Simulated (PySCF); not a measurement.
ammonia (H3N), singlet, at a GFN2-xTB geometry; R2SCAN/STO-3G (PySCF).

PySCF was given this input:
```python
from pyscf import gto, scf, dft

mol = gto.M(
    atom='''
N    -0.000889    0.002201    0.110024
H     0.015877    0.938466   -0.275490
H     0.812490   -0.488757   -0.240501
H    -0.822147   -0.465118   -0.254176
''',
    basis='sto-3g',
    charge=0,
    spin=0,
    verbose=3,
)

mf = dft.RKS(mol)
mf.xc = 'r2scan'
mf.kernel()
mf.analyze()
```

What the program printed (banner, timings and long lists left out):

```
converged SCF energy = -55.7573306776014
**** MO energy ****
MO #1   energy= -13.9076935812312  occ= 2
MO #2   energy= -0.769900807749841 occ= 2
MO #3   energy= -0.373968946970253 occ= 2
MO #4   energy= -0.37396778887442  occ= 2
MO #5   energy= -0.0946391635153458 occ= 2
MO #6   energy= 0.364427229972121  occ= 0
MO #7   energy= 0.447984401686584  occ= 0
MO #8   energy= 0.447984636598837  occ= 0
 ** Mulliken atomic charges  **
charge of    0N =     -0.34727
charge of    1H =      0.11576
charge of    2H =      0.11576
charge of    3H =      0.11576
Dipole moment(X, Y, Z, Debye):  0.01434, -0.03552, -1.77473
```
